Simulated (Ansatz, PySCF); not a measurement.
Gas-phase reaction (SMILES): F[SiH2]N[SiH3] + 3 [H][H] (H2) → F (HF) + N (NH3) + 2 [SiH4] (SiH4); energy of full hydrogenation.

Structures are relaxed separately at B3LYP-D3(BJ)/def2-TZVP in Ansatz (a program for electronic structure), one conformer each, not searched for the lowest. Valence correlation only, unless marked. Spin-orbit coupling is left out. Non-relativistic. CBS marks a two-point X^-3 extrapolation of the correlation energy; Hartree-Fock from the larger set. [CCSD(T)-MP2]/basis is that difference in the basis named. Thermal terms are rigid-rotor harmonic-oscillator values from B3LYP-D3(BJ) frequencies (Ansatz or PySCF) at 298.15 K and 1 atm. 1 Eh = 627.5095 kcal/mol.

```csv
species,"E, RI-MP2/CBS(aug-cc-pV(T+d)Z,aug-cc-pV(Q+d)Z)+[CCSD(T)-MP2]/aug-cc-pV(T+d)Z (Ansatz) (Eh)","E, PBE/def2-TZVPD (Ansatz) (Eh)",H - E (Eh),G - E (Eh)
F[SiH2]N[SiH3],-736.37197,-736.91161,0.06968,0.03113
[H][H] (H2),-1.17524,-1.16589,0.01336,-0.00144
F (HF),-100.39388,-100.39521,0.01259,-0.00713
N (NH3),-56.50756,-56.51037,0.03799,0.01614
[SiH4] (SiH4),-291.46108,-291.72111,0.03520,0.01198
```

**Question.** Work out ΔE and ΔH, ΔG, ΔS and the equilibrium constant at 298.15 K at the first level, then ΔH at the second.

**Answer.** 
1. ΔE = [(-100.39388) + (-56.50756) + 2×(-291.46108)] - [(-736.37197) + 3×(-1.17524)] = 0.07409 Eh = 46.5 kcal/mol at RI-MP2/CBS(aug-cc-pV(T+d)Z,aug-cc-pV(Q+d)Z)+[CCSD(T)-MP2]/aug-cc-pV(T+d)Z.
2. The terms H - E add up to 0.01122 Eh, so ΔH = (0.07409 + (0.01122))×627.5095 = 53.5 kcal/mol.
3. The terms G - E add up to 0.00616 Eh, so ΔG = 50.4 kcal/mol, and ΔS = (0.01122 - (0.00616))×627509.5/298.15 = 10.6 cal/(mol K).
4. log10 K = -ΔG/(RT ln 10) = -36.9, with RT ln 10 = 1.3642 kcal/mol.
5. At PBE/def2-TZVPD the same steps give ΔE = 38.6 and ΔH = 45.6 kcal/mol, a shift of -7.9 from the first level.
6. These values are not checked against measurement here, since the tables used lack a sound gas-phase enthalpy of formation for at least one species.
